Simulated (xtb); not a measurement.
MoO$_{3}$, charge +1, doublet, from a rough starting geometry (GFN-xTB shapes and energies of metal compounds can be far from the true ones) (the multiplicity is a formal guess); GFN2-xTB (xtb 6.7.1).

The xtb input:
```
$ xtb mol.xyz --gfn 2 --chrg 1 --uhf 1 --opt vtight --json

# file mol.xyz
4

Mo    -0.01788582     0.00018911    -0.00895537
O     -1.14080158    -1.17328714    -0.10818006
O     -0.11224807     1.32250432    -0.98703117
O      1.22866129    -0.10016558     1.08753482
```

What the program printed (banner, timings and long lists left out):

```
   ID    Z sym.   atoms
    1   42 Mo     1
    2    8 O      2-4

           -------------------------------------------------
          |                Calculation Setup                |
           -------------------------------------------------

           -------------------------------------------------
          |                 G F N 2 - x T B                 |
           -------------------------------------------------

          ...................................................
          :                      SETUP                      :
          :.................................................:
          :  # basis functions                  22          :
          :  # atomic orbitals                  21          :
          :  # shells                            9          :
          :  # electrons                        23          :
          :  max. iterations                   250          :
          :  Hamiltonian                  GFN2-xTB          :
          :  restarted?                      false          :
          :  GBSA solvation                  false          :
          :  PC potential                    false          :
          :  electronic temp.          300.0000000     K    :
          :  accuracy                    1.0000000          :
          :  -> integral cutoff          0.2500000E+02      :
          :  -> integral neglect         0.1000000E-07      :
          :  -> SCF convergence          0.1000000E-05 Eh   :
          :  -> wf. convergence          0.1000000E-03 e    :
          :  Broyden damping             0.4000000          :
          :  net charge                          1          :
          :  unpaired electrons                  1          :
          ...................................................

 iter      E             dE          RMSdq      gap      omega  full diag
   1    -12.5315447 -0.125315E+02  0.185E+01    0.23       0.0  T
   2    -12.5180434  0.135012E-01  0.310E+01    7.64       1.0  T
   3    -13.0982148 -0.580171E+00  0.266E+01    3.79       1.0  T
   4    -12.9707606  0.127454E+00  0.323E+01    4.76       1.0  T
   5    -13.0555746 -0.848139E-01  0.293E+01    3.86       1.0  T
   6    -10.1374086  0.291817E+01  0.967E+01    0.34       1.0  T
   7    -10.3614497 -0.224041E+00  0.887E+01    0.26       1.0  T
   8    -10.9844425 -0.622993E+00  0.796E+01    0.32       1.0  T
   9    -13.4743836 -0.248994E+01  0.180E+01    0.89       1.0  T
  10    -13.4194433  0.549403E-01  0.214E+01    1.66       1.0  T
  11    -13.4887675 -0.693243E-01  0.175E+01    1.10       1.0  T
  12    -13.5180734 -0.293058E-01  0.156E+01    0.88       1.0  T
  13    -13.5834826 -0.654092E-01  0.103E+01    0.38       1.0  T
  14    -13.5838029 -0.320296E-03  0.102E+01    0.37       1.0  T
  15    -13.5784429  0.535999E-02  0.108E+01    0.42       1.0  T
  16    -13.2856243  0.292819E+00  0.272E+01    0.26       1.0  T
  17    -13.1057123  0.179912E+00  0.329E+01    0.27       1.0  T
  18    -13.1048781  0.834165E-03  0.330E+01    0.27       1.0  T
  19    -13.6142614 -0.509383E+00  0.532E+00    0.01       1.0  T
  20    -13.5111837  0.103078E+00  0.168E+01    0.96       1.0  T
  21    -13.5809061 -0.697223E-01  0.108E+01    0.41       1.0  T
  22    -13.6004863 -0.195802E-01  0.839E+00    0.24       1.0  T
  23    -13.6048491 -0.436280E-02  0.764E+00    0.21       1.0  T
  24    -13.6212285 -0.163794E-01  0.470E+00    0.12       1.0  T
  25    -13.6276001 -0.637153E-02  0.301E+00    0.09       1.0  T
  26    -13.6085858  0.190142E-01  0.700E+00    0.19       1.0  T
  27    -13.6314282 -0.228424E-01  0.119E+00    0.03       1.0  T
  28    -13.6237131  0.771512E-02  0.409E+00    0.10       1.0  T
  29    -13.6318246 -0.811157E-02  0.338E-01    0.05       1.0  T
  30    -13.6314603  0.364320E-03  0.920E-01    0.06       1.0  T
  31    -13.6303147  0.114560E-02  0.177E+00    0.07       1.0  T
  32    -13.6285681  0.174662E-02  0.273E+00    0.02       1.0  T
[...]
         :: total energy             -13.558215104931 Eh    ::
 * total energy  :   -13.5582151 Eh     change       -0.1264926E-09 Eh
 * total energy  :   -13.5587112 Eh     change       -0.4960771E-03 Eh
 * total energy  :   -13.5588323 Eh     change       -0.1211376E-03 Eh
 * total energy  :   -13.5588353 Eh     change       -0.2939156E-05 Eh
 * total energy  :   -13.5588371 Eh     change       -0.1880658E-05 Eh
 * total energy  :   -13.5588398 Eh     change       -0.2644797E-05 Eh
 * total energy  :   -13.5588398 Eh     change       -0.1210744E-07 Eh
   *** GEOMETRY OPTIMIZATION CONVERGED AFTER 7 ITERATIONS ***
         :: total energy             -13.558839797361 Eh    ::
[...]
           -------------------------------------------------

    * Orbital Energies and Occupations

         #    Occupation            Energy/Eh            Energy/eV
      -------------------------------------------------------------
         1        2.0000           -1.0197373             -27.7485
         2        2.0000           -0.9865633             -26.8458
         3        2.0000           -0.9865629             -26.8457
         4        2.0000           -0.8409877             -22.8844
         5        2.0000           -0.8323655             -22.6498
         6        2.0000           -0.8323645             -22.6498
         7        2.0000           -0.8264660             -22.4893
         8        2.0000           -0.8264647             -22.4892
         9        2.0000           -0.8251040             -22.4522
        10        1.9966           -0.7932441             -21.5853
        11        1.9966           -0.7932431             -21.5852
        12        0.7036           -0.7829383             -21.3048 (HOMO)
        13        0.3032           -0.7813476             -21.2616 (LUMO)
        14                         -0.6140316             -16.7086
        15                         -0.6140237             -16.7084
        16                         -0.5226711             -14.2226
        17                         -0.4347319             -11.8297
        18                         -0.4347240             -11.8294
        19                         -0.2257827              -6.1439
        20                         -0.0753305              -2.0498
        21                         -0.0753255              -2.0497
      -------------------------------------------------------------
                  HL-Gap            0.0015907 Eh            0.0433 eV
             Fermi-level           -0.7849927 Eh          -21.3607 eV

     #   Z          covCN         q      C6AA      α(0)
     1  42 Mo       2.413     1.399   320.637    43.082
     2   8 O        0.804    -0.133    17.030     5.532
     3   8 O        0.804    -0.133    17.030     5.532
     4   8 O        0.804    -0.133    17.030     5.532

 Mol. C6AA /au·bohr⁶  :        872.511616
 Mol. C8AA /au·bohr⁸  :      59228.518137
 Mol. α(0) /au        :         59.677095

Wiberg/Mayer (AO) data.
largest (>0.10) Wiberg bond orders for each atom

 ---------------------------------------------------------------------------
     #   Z sym  total        # sym  WBO       # sym  WBO       # sym  WBO
 ---------------------------------------------------------------------------
     1  42 Mo   6.089 --     3 O    2.030     4 O    2.030     2 O    2.030
     2   8 O    2.441 --     1 Mo   2.030     4 O    0.205     3 O    0.205
     3   8 O    2.441 --     1 Mo   2.030     2 O    0.205     4 O    0.205
     4   8 O    2.441 --     1 Mo   2.030     2 O    0.205     3 O    0.205
 ---------------------------------------------------------------------------

Topologies differ in total number of bonds
Writing topology from bond orders to xtbtopo.mol

molecular dipole:
                 x           y           z       tot (Debye)
 q only:       -0.012       0.016      -0.018
   full:       -0.004       0.009      -0.028       0.075
molecular quadrupole (traceless):
                xx          xy          yy          xz          yz          zz
 q only:       -0.065      -0.770      -0.326      -1.116       0.943       0.391
  q+dip:       -0.055      -0.650      -0.275      -0.943       0.796       0.331
   full:       -0.085      -0.999      -0.423      -1.448       1.223       0.507

optimized geometry written to: xtbopt.xyz

           -------------------------------------------------
          | TOTAL ENERGY              -13.558839797361 Eh   |
          | GRADIENT NORM               0.000406722337 Eh/α |
          | HOMO-LUMO GAP               0.043285574648 eV   |
           -------------------------------------------------

normal termination of xtb
```
